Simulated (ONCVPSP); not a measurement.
What one change does to a pseudopotential (Sn (Z = 50), ONCV)

tin (Sn), optimised norm-conserving Vanderbilt (ONCV), made with ONCVPSP 4.0.1 (LDA (Perdew-Wang 92), scalar-relativistic). Core [Ar] 3d10, reference 4s2 4p6 4d10 5s2 5p2. Waves: 4s+5s: rc 1.50 bohr, ncon 5, nbas 8, qcut 10.5 1/bohr, 2 projectors; 4p+5p: rc 1.15 bohr, ncon 4, nbas 7, qcut 11.7 1/bohr, 2 projectors; 4d: rc 1.55 bohr, ncon 4, nbas 9, qcut 11.6 1/bohr, 2 projectors, debl 2.4 Ha. Local part: polynomial inside 1.00 bohr (lpopt 5, dvloc0 0 Ha). Core correction: polynomial model core, fcfact 0.35.

Change: all radii but the core radius scaled by about 1.15 (s 1.72, p 1.32, d 1.78 bohr); local potential polynomial inside 1.14 bohr (lpopt 5, dvloc0 0 Ha).

Cutoffs: the cutoffs (Ha) at which the residual kinetic energy of the hardest occupied pseudo-wave falls to 1 and 0.1 mHa per electron; they do not see the model core or the augmentation charge, which bear on the density cutoff. Errors are all-electron minus pseudo energies relative to the spin-unpolarised reference configuration.

What does the change do?

The potential gets softer (50 Ha and 59 Ha → 39 Ha and 49 Ha); of the 4 tests that both files solve, the error grows in 1 and shrinks in 0 by more than 15 % and 0.3 meV (median size 2.7 → 2.8 meV); neither file shows a bound ghost. A larger radius leaves more room for a smooth pseudo-wave, so fewer plane waves are needed.

```tsv
quantity	base	changed
cutoff, loose	50 Ha	39 Ha
cutoff, tight	59 Ha	49 Ha
loose cutoff by channel	s 38 Ha, p 50 Ha, d 42 Ha	s 32 Ha, p 39 Ha, d 38 Ha
bound ghosts	none	none
GHOST(+) flags under 300 eV	s at 286.8 eV	none
error for 4s2 4p6 4d10 5s2 5p1, meV [ΔE 7.09 eV]	-1.3	-1.3
error for 4s2 4p6 4d10 5s2 5p0, meV [ΔE 21.35 eV]	-4.1	-4.3
error for 4s2 4p6 4d10 5s1 5p0, meV [ΔE 52.80 eV]	-11	-13
error for 4s2 4p6 4d10 5s2 5p1.5, meV [ΔE 2.71 eV]	-0.4	-0.5
rms error of d²Exc/dni dnj with the model core, mHa	0.50	0.85
```
